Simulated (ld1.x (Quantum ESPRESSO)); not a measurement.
## Plane-wave convergence, TM potential for Sm

- Element: Sm (Z = 62)
- Generator: ld1.x (Quantum ESPRESSO) 7.5
- Type: norm-conserving Troullier–Martins (Kleinman–Bylander form)
- Functional: PBE
- Relativity: scalar-relativistic
- Frozen core: [Kr] 4d10 5s2
- Valence charge: 14
- Reference configuration: 4f6 5p6 5d0 6s2 6p0
- Partial waves: 6s (bound): rc 3.85 bohr; 5d (bound, empty): rc 3.85 bohr; 4f (bound): rc 1.35 bohr; 5p (bound): rc 1.55 bohr
- Local potential: the p channel
- Core correction: none

The pseudo-atom Hamiltonian at the reference potential is diagonalised in spherical Bessel functions j_l(qr) that vanish at 20 bohr, with q² up to the cutoff. All-electron valence levels (Ry): 6s -0.2633, 5d -0.1236, 4f -0.1815, 5p -1.7074, 6p -0.0888.

Question: How do the lowest levels (Ry) of each channel move with the cutoff, and are there ghosts?

Answer:

```
cutoff (Ry)     s #1     s #2     d #1    d #2     f #1    f #2     p #1     p #2    p #3  Σ f·Δε (mRy)
          8  -0.2631  -0.0077  -0.1109  0.0481   0.0911  0.2000  -1.6079  -0.0825  0.0490        2232.9
         18  -0.2633  -0.2130  -0.1236  0.0466   0.0911  0.1999  -1.6511  -0.0857  0.0477        1973.5
         35  -0.2633  -0.2468  -0.1236  0.0466   0.0911  0.1998  -1.7047  -0.0890  0.0465        1652.0
         55  -0.2633  -0.2546  -0.1236  0.0466   0.0911  0.1998  -1.7059  -0.0890  0.0465        1644.7
         90  -0.2633  -0.2554  -0.1236  0.0466   0.0911  0.1994  -1.7073  -0.0891  0.0464        1635.9
        140  -0.2633  -0.2555  -0.1236  0.0466  -0.0862  0.0914  -1.7074  -0.0891  0.0464         571.9
        230  -0.2633  -0.2555  -0.1236  0.0466  -0.1812  0.0913  -1.7074  -0.0891  0.0464           2.0
        400  -0.2633  -0.2555  -0.1236  0.0466  -0.1815  0.0913  -1.7074  -0.0891  0.0464           0.0
```

Result: ghost state, extra bound levels that the all-electron valence spectrum of the same l lacks: s at -3.5 eV (a true bound ghost makes a file unfit for plane-wave use); 10 mRy is reached at 200 Ry and 1 mRy at over 300 Ry.

2 of 7 tests not solved or not reliable.
